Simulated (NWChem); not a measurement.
System meant: CoHSCl, quartet; SMILES [SH][Co][Cl]

NWChem input:

```
start job
memory heap 200 mb stack 900 mb global 1100 mb
geometry units angstroms noautoz
  Co    -0.014660    -0.043978    -0.000207
  Cl    -0.023829    -2.165142    -0.000457
  S     -0.063149     2.147771    -0.000151
  H     -1.417245     2.166776     0.010480
end
basis spherical
  Co library def2-svp
  Cl library def2-svp
  S library def2-svp
  H library def2-svp
end
dft
  odft
  mult 4
  xc b3lyp
  iterations 4
  mulliken
end
task dft energy
```

End of the output:

```
     --------------------------
     Expectation value of S2:
     --------------------------
      <S2> =      3.7557 (Exact =     3.7500)

 center of mass
 --------------
 x =   0.02216125 y =  -0.06606810 z =   0.00000000

 moments of inertia (a.u.)
 ------------------
        1128.211757541107          -0.000000000000           0.000000000000
          -0.000000000000           6.661065968988           0.000000000000
           0.000000000000           0.000000000000        1134.872823510095

     Multipole analysis of the density
     ---------------------------------

     L   x y z        total         alpha         beta         nuclear
     -   - - -        -----         -----         ----         -------
     0   0 0 0     -0.000000    -32.000000    -29.000000     61.000000

     1   1 0 0     -0.303027     -0.240251     -0.062776     -0.000000
     1   0 1 0     -0.321335     -0.123143     -0.198191     -0.000000
     1   0 0 1     -0.000000     -0.000000      0.000000      0.000000

     2   2 0 0    -27.321294    -17.770328    -16.000736      6.449770
     2   1 1 0     -1.792923      1.814040      1.710572     -5.317535
     2   1 0 1      0.000000      0.000000      0.000000      0.000000
     2   0 2 0    -39.112177   -305.971845   -298.521870    565.381538
     2   0 1 1     -0.000000     -0.000000     -0.000000      0.000000
     2   0 0 2    -29.218016    -15.791963    -13.426052      0.000000

 ------------------------------------------------------------------------
 dft energy failed                                                                                  0
 ------------------------------------------------------------------------
 ------------------------------------------------------------------------
  current input line :
    22: task dft energy
 ------------------------------------------------------------------------
 ------------------------------------------------------------------------
 This type of error is most commonly associated with calculations not reaching convergence criteria
 ------------------------------------------------------------------------
 For more information see the NWChem manual at https://nwchemgit.github.io

0:dft energy failed:Received an Error in Communication
```

Question: Find the fault in this run and fix the input.

Answer: Convergence was not reached. Cause: the SCF was allowed too few iterations. This input runs:
```
start job
memory heap 200 mb stack 900 mb global 1100 mb
geometry units angstroms noautoz
  Co    -0.014660    -0.043978    -0.000207
  Cl    -0.023829    -2.165142    -0.000457
  S     -0.063149     2.147771    -0.000151
  H     -1.417245     2.166776     0.010480
end
basis spherical
  Co library def2-svp
  Cl library def2-svp
  S library def2-svp
  H library def2-svp
end
dft
  odft
  mult 4
  xc b3lyp
  iterations 150
  mulliken
end
task dft energy
```
It converges to -2241.41733 Ha (B3LYP/def2-SVP, spin-unrestricted).
